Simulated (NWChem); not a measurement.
System: C2H5NOSi; SMILES [SiH2](C)OC#N

Parts of the log:

```
             Northwest Computational Chemistry Package (NWChem) 7.3.0
             --------------------------------------------------------

 C1  symmetry detected

                             Geometry "geometry" -> ""
                             -------------------------

 Output coordinates in angstroms (scale by  1.889725989 to convert to a.u.)

  No.       Tag          Charge          X              Y              Z
 ---- ---------------- ---------- -------------- -------------- --------------
    1 C                    6.0000    -1.21127830    -1.60041735     0.17383767
    2 Si                  14.0000     0.51943027    -1.01415029    -0.21535236
    3 O                    8.0000     0.76234238     0.56834801     0.43568080
    4 C                    6.0000     0.05105581     1.58485710     0.07923008
    5 N                    7.0000    -0.57720910     2.52191639    -0.21868394
    6 H                    1.0000    -1.96242431    -0.93054737    -0.25922579
    7 H                    1.0000    -1.38097996    -1.65239970     1.25457930
    8 H                    1.0000    -1.37309534    -2.60164830    -0.24435045
    9 H                    1.0000     1.57536836    -1.79325494     0.46469441
   10 H                    1.0000     0.77216702    -0.93088284    -1.67382969

 Effective nuclear repulsion energy (a.u.)     206.8145617169

                                 NWChem DFT Module
                                 -----------------

 Summary of "ao basis" -> "ao basis" (spherical)
 ------------------------------------------------------------------------------
       Tag                 Description            Shells   Functions and Types
 ---------------- ------------------------------  ------  ---------------------
 C                          def2-svp                 6       14   3s2p1d
 Si                         def2-svp                 8       18   4s3p1d
 O                          def2-svp                 6       14   3s2p1d
 N                          def2-svp                 6       14   3s2p1d
 H                          def2-svp                 3        5   2s1p

            General Information
            -------------------
          SCF calculation type: DFT
          Wavefunction type:  closed shell.
          No. of atoms     :    10
          No. of electrons :    46
           Alpha electrons :    23
            Beta electrons :    23
          Charge           :     0
          Spin multiplicity:     1
          Use of symmetry is: off; symmetry adaption is: off
          Maximum number of iterations: 150
          AO basis - number of functions:    99
                     number of shells:    47
          Convergence on energy requested:  1.00D-06
          Convergence on density requested:  1.00D-05
          Convergence on gradient requested:  5.00D-04

              XC Information
              --------------
                      r^2SCAN Method XC Functional
               r^2SCAN metaGGA Exchange Functional  1.000
                     r^2SCAN Correlation Potential  1.000

             Grid Information
             ----------------
          Grid used for XC integration:  medium
          Radial quadrature: Mura-Knowles
          Angular quadrature: Lebedev.
          Tag              B.-S. Rad. Rad. Pts. Rad. Cut. Ang. Pts.
          ---              ---------- --------- --------- ---------
          C                   0.70       49          11.0       434
          Si                  1.10       88           9.0       590
          O                   0.60       49          10.0       434
          N                   0.65       49          12.0       434
          H                   0.35       45          11.0       434
          Grid pruning is: on
          Number of quadrature shells:   509
          Spatial weights used:  Erf1

      Superposition of Atomic Density Guess
      -------------------------------------

 Sum of atomic energies:        -495.41989590

      Non-variational initial energy
      ------------------------------

 Total energy =    -497.659390
 1-e energy   =   -1091.230685
 2-e energy   =     386.756733
 HOMO         =      -0.372700
 LUMO         =       0.048418

     ---------------------------------------------
      Total Density - Mulliken Population Analysis
     ---------------------------------------------

    Atom       Charge   Shell Charges
 -----------   ------   -------------------------------------------------------
    1 C    6     6.59   1.99  0.96  0.28  2.13  1.22  0.01
    2 Si  14    13.10   2.00  1.99  0.96  0.23  5.93  0.99  0.80  0.21
    3 O    8     8.55   1.99  1.09  0.66  2.92  1.88  0.01
    4 C    6     5.25   1.99  0.90  0.17  1.52  0.59  0.09
    5 N    7     7.74   1.99  1.13  0.59  2.45  1.56  0.03
    6 H    1     0.86   0.65  0.18  0.03
    7 H    1     0.86   0.65  0.18  0.03
    8 H    1     0.86   0.65  0.18  0.03
    9 H    1     1.09   0.71  0.37  0.01
   10 H    1     1.09   0.71  0.37  0.01

   convergence    iter        energy       DeltaE   RMS-Dens  Diis-err
 ---------------- ----- ----------------- --------- --------- ---------
 d= 0,ls=0.0,diis     1   -498.1769280491 -7.05D+02  1.82D-02  9.70D-01
 d= 0,ls=0.0,diis     2   -497.5910599381  5.86D-01  1.47D-02  5.73D+00
 d= 0,ls=0.0,diis     3   -498.2830294014 -6.92D-01  3.02D-03  1.90D-01
 d= 0,ls=0.0,diis     4   -498.2983529579 -1.53D-02  1.16D-03  5.27D-02
 d= 0,ls=0.0,diis     5   -498.3031851648 -4.83D-03  3.18D-04  1.33D-03
  Resetting Diis
 d= 0,ls=0.0,diis     6   -498.3033276355 -1.42D-04  8.11D-05  8.24D-05
 d= 0,ls=0.0,diis     7   -498.3033380954 -1.05D-05  4.85D-05  1.00D-05
 d= 0,ls=0.0,diis     8   -498.3033369232  1.17D-06  2.88D-05  1.86D-05
 d= 0,ls=0.0,diis     9   -498.3033394045 -2.48D-06  4.46D-06  3.79D-07
 d= 0,ls=0.0,diis    10   -498.3033394362 -3.17D-08  1.69D-06  9.78D-08

         Total DFT energy =     -498.303339436235
      One electron energy =    -1094.037675960757
           Coulomb energy =      437.841704766581
    Exchange-Corr. energy =      -48.921929958975
 Nuclear repulsion energy =      206.814561716916

 Numeric. integr. density =       45.999998845579

                       DFT Final Molecular Orbital Analysis
                       ------------------------------------

 Vector   21  Occ=2.000000D+00  E=-3.192133D-01
              MO Center= -6.5D-01,  2.6D+00, -2.6D-01, r^2= 1.2D+00
   Bfn.  Coefficient  Atom+Function         Bfn.  Coefficient  Atom+Function
  ----- ------------  ---------------      ----- ------------  ---------------
    63      0.425612   5 N  s                65     -0.354256   5 N  py
    62      0.339762   5 N  s                64      0.266714   5 N  px
    48     -0.248393   4 C  s                51     -0.189691   4 C  py
    68      0.182668   5 N  py               61      0.163187   5 N  s
    67     -0.141280   5 N  px               66      0.135133   5 N  pz

 Vector   22  Occ=2.000000D+00  E=-2.822159D-01
              MO Center= -1.2D-01,  1.8D+00, -1.2D-03, r^2= 2.0D+00
   Bfn.  Coefficient  Atom+Function         Bfn.  Coefficient  Atom+Function
  ----- ------------  ---------------      ----- ------------  ---------------
    66      0.282347   5 N  pz               65      0.256483   5 N  py
    52     -0.225236   4 C  pz               64      0.216301   5 N  px
    38      0.208796   3 O  pz               36      0.185640   3 O  px
    50     -0.185116   4 C  px               69     -0.177295   5 N  pz
    41      0.167159   3 O  pz               51     -0.165050   4 C  py

 Vector   23  Occ=2.000000D+00  E=-2.703500D-01
              MO Center= -9.5D-02,  1.6D+00, -2.3D-02, r^2= 2.4D+00
   Bfn.  Coefficient  Atom+Function         Bfn.  Coefficient  Atom+Function
  ----- ------------  ---------------      ----- ------------  ---------------
    66     -0.309684   5 N  pz               64      0.284646   5 N  px
    38     -0.252866   3 O  pz               36      0.236968   3 O  px
    52      0.207472   4 C  pz               41     -0.203374   3 O  pz
    69      0.200822   5 N  pz               50     -0.193331   4 C  px
    39      0.191557   3 O  px               67     -0.184220   5 N  px

 Vector   24  Occ=0.000000D+00  E=-2.382475D-02
              MO Center=  4.5D-01, -7.9D-01, -2.5D-01, r^2= 3.8D+00
   Bfn.  Coefficient  Atom+Function         Bfn.  Coefficient  Atom+Function
  ----- ------------  ---------------      ----- ------------  ---------------
    26      1.025334   2 Si py               63     -0.475914   5 N  s
    35     -0.452783   3 O  s                49      0.432516   4 C  s
    54      0.340370   4 C  py               27      0.295610   2 Si pz
    91      0.278794   9 H  s                23      0.275917   2 Si py
    34     -0.228179   3 O  s                40      0.163643   3 O  py

 Vector   25  Occ=0.000000D+00  E= 1.584630D-02
              MO Center=  8.4D-02, -2.5D-01, -1.9D-01, r^2= 5.6D+00
   Bfn.  Coefficient  Atom+Function         Bfn.  Coefficient  Atom+Function
  ----- ------------  ---------------      ----- ------------  ---------------
     3      1.539364   1 C  s                25      1.093417   2 Si px
    18     -0.513702   2 Si s                91     -0.403356   9 H  s
    81     -0.376918   7 H  s                17      0.366505   2 Si s
    76     -0.367548   6 H  s                55      0.302351   4 C  pz
    96     -0.289021  10 H  s                86     -0.275175   8 H  s

 Vector   26  Occ=0.000000D+00  E= 3.278197D-02
              MO Center=  6.7D-02,  7.5D-01,  3.4D-02, r^2= 4.6D+00
   Bfn.  Coefficient  Atom+Function         Bfn.  Coefficient  Atom+Function
  ----- ------------  ---------------      ----- ------------  ---------------
    27      0.754156   2 Si pz               96      0.554406  10 H  s
    91     -0.512242   9 H  s                 3     -0.412591   1 C  s
    53      0.377196   4 C  px               50      0.359877   4 C  px
    67     -0.361526   5 N  px               17      0.307581   2 Si s
    64      0.304445   5 N  px               26     -0.302343   2 Si py

     ---------------------------------------------
      Total Density - Mulliken Population Analysis
     ---------------------------------------------

    Atom       Charge   Shell Charges
 -----------   ------   -------------------------------------------------------
    1 C    6     6.38   1.99  0.89  0.29  2.12  1.08  0.01
    2 Si  14    13.33   2.00  1.98  1.02  0.13  5.93  1.23  0.75  0.29
    3 O    8     8.41   1.99  1.09  0.68  2.89  1.75  0.01
    4 C    6     5.96   1.99  0.91  0.14  2.03  0.80  0.09
    5 N    7     7.07   1.99  1.09  0.53  2.21  1.22  0.03
    6 H    1     0.90   0.72  0.15  0.03
    7 H    1     0.91   0.72  0.16  0.03
    8 H    1     0.91   0.72  0.16  0.03
    9 H    1     1.08   0.75  0.32  0.01
   10 H    1     1.06   0.75  0.31  0.01

     -------------------------------------------
      Total Density - Lowdin Population Analysis
     -------------------------------------------

    Atom       Charge   Shell Charges
 -----------   ------   -------------------------------------------------------
    1 C    6     6.27   1.96  0.59  0.34  1.90  1.43  0.04
    2 Si  14    13.37   2.00  1.93  0.64  0.32  5.82  1.26  0.98  0.43
    3 O    8     8.16   1.97  0.90  0.58  2.74  1.94  0.03
    4 C    6     6.02   1.97  0.61  0.27  1.84  1.13  0.20
    5 N    7     7.16   1.98  0.87  0.59  2.08  1.59  0.06
    6 H    1     0.95   0.62  0.25  0.07
    7 H    1     0.95   0.62  0.25  0.07
    8 H    1     0.95   0.62  0.25  0.07
    9 H    1     1.09   0.65  0.41  0.02
   10 H    1     1.09   0.65  0.41  0.03

     Multipole analysis of the density
     ---------------------------------

     L   x y z        total         alpha         beta         nuclear
     -   - - -        -----         -----         ----         -------
     0   0 0 0     -0.000000    -23.000000    -23.000000     46.000000

     1   1 0 0      0.160993      0.080496      0.080496      0.000000
     1   0 1 0     -1.916301     -0.958151     -0.958151     -0.000000
     1   0 0 1      0.060529      0.030264      0.030264      0.000000

     2   2 0 0    -27.865757    -68.033205    -68.033205    108.200653
     2   1 1 0      2.833693     -2.430811     -2.430811      7.695315
     2   1 0 1     -0.696924      0.925008      0.925008     -2.546940
     2   0 2 0    -33.263072   -206.593360   -206.593360    379.923648
     2   0 1 1      1.072924      0.909907      0.909907     -0.746889
     2   0 0 2    -27.613760    -27.091376    -27.091376     26.568991
```

Level: r2SCAN/def2-SVP. The geometry was optimised at B3LYP/6-31G* (spherical d).

**Question.** Which NWChem input produces such a log?

**Answer.** Several could match; the one computed here: the input that was run:
```
start job
memory heap 200 mb stack 900 mb global 1100 mb
geometry units angstroms noautoz
  C     -1.191487    -1.632290     0.117592
  Si     0.558702    -1.013703    -0.093876
  O      0.685379     0.602528     0.505208
  C     -0.002688     1.581068     0.020131
  N     -0.613374     2.485286    -0.393393
  H     -1.901850    -1.004461    -0.431685
  H     -1.486456    -1.641188     1.172304
  H     -1.278961    -2.655379    -0.268629
  H      1.545032    -1.730775     0.741249
  H      0.980005    -0.987906    -1.515074
end
basis spherical
  * library def2-svp
end
dft
  xc r2scan
  iterations 150
  mulliken
end
task dft energy
```
